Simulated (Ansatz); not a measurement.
Program: Ansatz. Geometries: PBE0-D4/def2-TZVP. ΔE: electronic, gas phase. CBS: MP2 limit from def2 TZ/QZ plus the TZ coupled-cluster correction, frozen cores. This one scheme is used for every species, atoms too. DFT in def2-TZVPP. B3LYP here is the variant with VWN-RPA as its local correlation; programs differ in this. Open shells (•) are unrestricted, without spin–orbit coupling. Spin–orbit coupling would lower the free atoms: a little for Al, C, O; strongly for I. Elements past krypton have def2 core potentials. Bonds to I are less sure, by a few kJ/mol each and by 10 to 20 or more in all where they break to atoms, as the def2 sets lack core-valence functions. Each species was taken in one conformer, which may not be the lowest.

`[CH3][Al]([I])[CH2]O` → Al• + 2 C• + 6 H• + I• + O•  (atomization)

(1) What is ΔE at CCSD(T)/CBS? (Estimate.)

(2) What do these levels give: PBE-D4, B3LYP-D4, ωB97M-V, B2PLYP, PBE, PBE0, HF/def2-TZVPP, MP2/def2-TZVPP, CCSD/def2-TZVPP, HF/def2-QZVPP, HF/CBS(def2), MP2/CBS(def2)? (An estimate is asked.)

Largest T1 diagnostic among the species: 0.018.

## Answers

(1) The calculation gave: +921.9 kcal/mol.

(2) The calculation gave: PBE-D4 933.5, B3LYP-D4 914.5, ωB97M-V 919.1, B2PLYP 906.5, PBE 928.2, PBE0 914.4, HF/def2-TZVPP 670.3, MP2/def2-TZVPP 912.5, CCSD/def2-TZVPP 882.5, HF/def2-QZVPP 671.2, HF/CBS(def2) 671.3, MP2/CBS(def2) 938.3 kcal/mol.

From PBE to PBE0 (25 % exact exchange), in def2-TZVPP and without D4, ΔE moves by −13.8 kcal/mol: exact exchange takes away binding that semilocal exchange gives to molecules. The D4 term adds +8.5 kcal/mol with B3LYP and +4.6 kcal/mol with PBE0; it sums over pairs of atoms, weighted by their polarisabilities, and B3LYP, whose exchange is more repulsive, gets the larger term.

For atomizations the MP2-based limit and the directly extrapolated one differ by several kJ/mol either way, and by 10 to 25 for some Ge, Se and Sn compounds, so smaller differences from it don't rank the levels.
